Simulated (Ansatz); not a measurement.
Saddle point of Si$_{3}$N$_{2}$H$_{9}$ClF, doublet (Si₃N₂H₈Cl ([SiH3][NH][Si]([Cl])[NH][SiH3]) + HF → Si₂NH₄ClF ([F][Si]([Cl])[NH][SiH3]) + SiNH₅ ([NH2][SiH3]) (still joined by a long Si–N bond); bonds formed: Si1–F8, N2–H7; bonds broken: H7–F8; bonds weakened to dative contacts: Si1–N2), PBE0-D4/def2-TZVP structure:

| atom | x (Å) | y (Å) | z (Å) |
| --- | --- | --- | --- |
| Si1 | 0.5594 | 1.3381 | 0.3675 |
| N2 | 1.6113 | -0.0360 | -0.3052 |
| Si3 | 1.1511 | -0.7467 | -1.8737 |
| N4 | -1.1001 | 1.0124 | 0.2083 |
| Si5 | -2.0854 | -0.1820 | 1.0356 |
| Cl6 | 1.4871 | 2.1437 | 2.0271 |
| H7 | 1.1975 | -0.6185 | 0.6414 |
| F8 | 0.3990 | -0.5131 | 1.5870 |
| H9 | 2.5999 | 0.1821 | -0.2248 |
| H10 | -0.0381 | -1.5908 | -1.6418 |
| H11 | 0.8599 | 0.3377 | -2.8401 |
| H12 | 2.3071 | -1.5511 | -2.3350 |
| H13 | -1.6107 | 1.7002 | -0.3265 |
| H14 | -1.8275 | -1.5654 | 0.5717 |
| H15 | -2.0417 | -0.0843 | 2.5103 |
| H16 | -3.4687 | 0.1740 | 0.5978 |

Energies are electronic, without zero-point energy. Barriers and step energies count from the start structure reached by relaxing down the imaginary mode; all methods use the PBE0-D4 structures, on which another method's saddle can fall below an end. Ansatz 0.2.0; basis: def2-TZVPP, with def2-QZVPP for the basis limit; cores frozen in the correlated methods; orbitals are unrestricted. B3LYP uses VWN-RPA correlation. Extrapolation: Hartree–Fock as exp(−7.88 √X), correlation as X^−2.97.

| method | barrier (eV) | step energy (eV) |
| --- | --- | --- |
| SPW92 | 0.276 | -0.780 |
| PBE-D4 | ? | -0.674 |
| BLYP-D4 | 0.648 | -0.660 |
| r2SCAN-D4 | 0.567 | -0.758 |
| B97M-V | 0.674 | -0.819 |
| PBE0-D4 | 0.653 | -0.683 |
| B3LYP-D4 | 0.720 | -0.671 |
| r2SCAN0-D4 | ? | -0.751 |
| BHLYP-D4 | 0.827 | -0.699 |
| CAM-B3LYP-D4 | 0.682 | -0.695 |
| wB97X-V | 0.678 | -0.718 |
| wB97M-V | 0.653 | -0.746 |
| B2PLYP | 0.721 | -0.661 |
| PBE-QIDH | ? | -0.681 |
| RPA on PBE | 0.741 | -0.647 |
| HF | 1.144 | -0.622 |
| MP2 | 0.727 | -0.612 |
| CCSD | 0.818 | -0.654 |
| CCSD(T) | 0.749 | -0.651 |

Problem. Fill in the withheld barriers. (An estimate is asked for; the value comes from the calculation.)

Solution. By the calculation: PBE-D4 0.537; PBE-QIDH 0.704; r2SCAN0-D4 0.660 eV. Each is the energy of the saddle less that of the start structure, by the same method.

For comparison, the barrier by CCSD(T) at an estimated basis limit (MP2 extrapolated from triple and quadruple zeta, plus CCSD(T) − MP2 in triple zeta) is 0.732 eV.

No T1 diagnostic of these runs exceeds 0.014. ⟨S²⟩ of the unrestricted Hartree–Fock references: 0.75 to 0.76 (a pure state has 0.75).

Steps of this kind, hydrogen fluoride cutting a network bond, underlie vapour etching and the fluorination step of atomic layer etching. Here a small cluster stands in for the surface site.

Labels in which every atom is bracketed show which atoms are joined, not bond orders.

For scale, one of the runs: CCSD(T)/def2-TZVPP, 387 basis functions, launched by `ansatz run in.yaml --threads 5 --pin off --events-out ev --progress --plain --max-ram 66560MiB --backend cuda --devices 0, --max-vram 37GiB`. Time: 110 s of wall clock on 5 CPU threads of an AMD EPYC 7R13 and a share of one NVIDIA H100; the host was shared. Peak host memory: 1.7 GiB.
